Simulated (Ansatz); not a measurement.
Total energies of B₄H₃ from Ansatz at PBE-D4/def2-TZVP, gas phase (1 Eh = 27.2114 eV = 2625.5 kJ/mol). The reference geometry is relaxed at B3LYP-D4/def2-TZVP.

Cartesian coordinates in Å:
```
B -0.598 -0.725 -0.410
B -1.213 0.657 -0.559
B 0.339 0.412 0.233
B 0.670 -1.316 0.186
H -1.814 1.645 -0.750
H 1.027 1.246 0.704
H 1.588 -1.919 0.595
```

```csv
state,geometry,energy (Eh)
charge 0 doublet,reference,-100.93972
charge 1 singlet,reference,-100.58832
free B atom (doublet),–,-24.61008
free H atom (doublet),–,-0.49962
```

Question: Work out the vertical ionisation energy to the singlet.

Answer: E(charge 1 singlet) − E(charge 0 doublet) = -100.58832 − (-100.93972) = 0.35140 Eh = 9.56 eV. For comparison, −ε of the highest occupied level of the spin that leaves is 6.32 eV at this level, 3.24 eV less.

Question: What is the binding energy per atom against free atoms?

Answer: Atoms: 4 × (-24.61008) + 3 × (-0.49962) = -99.93918 Eh. Binding: -99.93918 − (-100.93972) = 1.00054 Eh = 27.23 eV, or 3.89 eV for each of 7 atoms (no zero-point energy, no counterpoise term).

The restricted singlet is unstable towards broken spin symmetry in Hartree–Fock (as tested in another run); at PBE-D4/def2-TZVP this wasn't settled. 

The structure comes from a short search, and lower isomers may exist.
